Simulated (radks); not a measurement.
Values are calculated unless marked as measured or tabulated.
Coherent X-ray form factor from a spherical all-electron density. Level of theory: Dirac Kohn-Sham, PBE, spin-unpolarised, spherical densities, point nucleus (a radial shooting solver on a logarithmic mesh with Libxc functionals).

| sin(theta)/lambda (1/angstrom) | f0 (electrons) |
|---|---|
| 0.05 | 25.829 |
| 0.1 | 25.326 |
| 0.15 | 24.526 |
| 0.2 | 23.479 |
| 0.25 | 22.247 |
| 0.3 | 20.893 |
| 0.4 | 18.057 |
| 0.5 | 15.360 |
| 0.6 | 13.025 |
| 0.8 | 9.667 |
| 1 | 7.744 |
| 1.25 | 6.451 |
| 1.5 | 5.632 |
| 2 | 4.266 |

The species is in the configuration that NIST lists as its ground one. Which atom or ion scatters so?

Answer. The gallium ion Ga5+, [Ar] 3d8. Extrapolating in s^2 from the first two rows gives f0(0) = 26.0, near the electron count 26; among species with that count, the fall with angle is slower the higher Z, and the table is that of Z = 31; from so few rows the species is fixed only to a neighbour or two.
